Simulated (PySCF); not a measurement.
Compound: C₈H₉O (doublet state).
Z-matrix (Å and degrees, GFN2-xTB geometry), rows numbered from 1:
```
C 
C   1  1.3208
C   2  1.4772  1  135.17
C   3  1.4812  2  133.24  1     0.30
O   4  1.3102  3  119.22  2    -0.16
C   3  1.3718  2   91.98  1  -179.82
C   6  1.4594  3   92.94  2    -0.07
C   7  1.3328  2  135.31  1    -0.32
C   8  1.4883  7  124.70  2   179.90
H   1  1.0769  2  121.81  3   179.92
H   1  1.0765  2  120.25  3    -0.05
H   4  1.1240  3  107.23  2  -126.89
H   4  1.1236  3  107.36  2   126.78
H   6  1.0743  3  133.73  2   179.99
H   8  1.0820  7  118.98  2     0.03
H   9  1.0902  8  110.01  7  -120.81
H   9  1.0902  8  110.10  7   121.17
H   9  1.0862  8  111.33  7     0.14
```

As a line formula: `C/C=C1\C=C(C[O])C1=C` [radical].

Level of theory: UKS B3LYP, pcH-1 on C H O, non-relativistic, mean-field spin-orbit, GIAO in PySCF. The structure is a single GFN2-xTB conformer in the gas phase; no vibrational or solvent corrections. The geometry wasn't refined by DFT: couplings that depend on bond lengths, twists or pyramidal angles can differ widely from those at the functional's own minimum.

Output of the driver script. Atoms in this output count from 0.

```
UKS, coarse grid
  cycle   1  E = -385.03977966  |g| = 7.61e-01
  cycle   2  E = -377.07018341  |g| = 2.71e+00
  cycle   3  E = -385.17881619  |g| = 4.24e-01
  cycle   4  E = -385.25633666  |g| = 3.96e-01
  cycle   5  E = -385.32195132  |g| = 2.40e-01
  cycle   6  E = -385.33229696  |g| = 1.85e-01
  cycle   7  E = -385.34318522  |g| = 1.20e-01
  cycle   8  E = -385.34966855  |g| = 4.79e-02
  cycle   9  E = -385.35068936  |g| = 1.17e-02
  cycle  10  E = -385.35075438  |g| = 5.95e-03
  cycle  11  E = -385.35077624  |g| = 1.38e-03
  cycle  12  E = -385.35077670  |g| = 1.12e-03
  cycle  13  E = -385.35077724  |g| = 3.66e-04
UKS, final grid
  cycle   1  E = -385.35070850  |g| = 6.67e-04
  cycle   2  E = -385.35070784  |g| = 1.43e-03
  cycle   3  E = -385.35070873  |g| = 1.14e-04
  cycle   4  E = -385.35070874  |g| = 5.86e-05
  cycle   5  E = -385.35070874  |g| = 4.25e-05
  cycle   6  E = -385.35070875  |g| = 1.65e-05
E = -385.35070875 Eh   <S^2> = 0.7558 (exact 0.7500)
g shifts (ppm)      1          2          3
  rmc          -262       -262       -262
  gc            -10         22         41
  oz_so           2       5285      37144
  total        -270       5045      36923
hyperfine (MHz)  atom isotope    a_iso     a_fc   dipolar eigenvalues
    0   13C      -0.41      -0.41     -0.41     -0.32      0.73
    1   13C       0.68       0.68     -0.57     -0.05      0.62
    2   13C      -9.73      -9.73     -4.47      0.87      3.61
    3   13C     -44.85     -44.85     -7.64      3.24      4.41
    4   17O     -46.72     -46.72   -236.53    117.80    118.74
    5   13C       6.34       6.34     -6.28     -5.38     11.67
    6   13C      -4.88      -4.88     -2.84      0.75      2.09
    7   13C       3.97       3.97     -3.94     -3.75      7.69
    8   13C      -1.62      -1.62     -0.16      0.06      0.10
    9    1H      -0.12      -0.12     -0.83     -0.57      1.41
   10    1H       0.04       0.04     -2.60     -2.58      5.18
   11    1H     266.97     266.97     -7.92     -3.88     11.79
   12    1H     263.86     263.86     -7.90     -3.88     11.79
   13    1H      -4.57      -4.57     -2.08     -1.07      3.16
   14    1H      -3.26      -3.26     -1.55     -0.40      1.95
   15    1H       5.29       5.29     -0.43     -0.35      0.78
   16    1H       5.27       5.27     -0.43     -0.35      0.77
   17    1H       0.12       0.12     -0.54     -0.21      0.75
```

Task: The run flagged its g tensor. What set off the flag, and which results does it touch?

Result: The largest g shift is +0.037, past the limit of 0.03 at which the run flags a species of elements up to argon. The orbital-Zeeman/spin–orbit term is second order, a sum of spin–orbit matrix elements over excitation energies, so it grows and becomes less reliable as an excited state comes close; a shift of this size calls for a check with another method. The contact and dipolar couplings don't rest on that expansion, but they belong to the state that the SCF found, and a close-lying state with the spin in another orbital would have other couplings; no stability test was run.

Task: Where is the spin in this solution (atoms counted from 1)?

Result: The largest Mulliken spin populations are on O5 (+0.78), H12 (+0.12), H13 (+0.11) and C4 (-0.09). O5 is the only atom above +0.15. The positive populations add up to 1.14 and the negative ones to -0.14, together 2S = 1. ⟨S²⟩ = 0.7558 against the exact 0.7500, so spin contamination is small. 

Task: Average a_iso over equivalent nuclei, turn it into first-order splittings with g = 2.0023, and give the multiplets for abundant isotopes (0.05 mT or more).

Result: 
```tsv
nuclei (from 1)	isotope	I	position	a_iso (MHz)	|a| (mT)	splits into
H12/H13	1H	1/2	2 bonds from O5	265.4	9.47	1:2:1 triplet
H14	1H	1/2	4 bonds from O5	-4.6	0.16	1:1 doublet
H16/H17/H18	1H	1/2	7 bonds from O5	3.6	0.13	1:3:3:1 quartet
H15	1H	1/2	6 bonds from O5	-3.3	0.12	1:1 doublet
```

Means are taken over nuclei equivalent by connectivity, which assumes that they swap fast. The three 1H nuclei of mean +3.6 MHz run from 0.1 to 5.3 MHz in the frozen geometry.
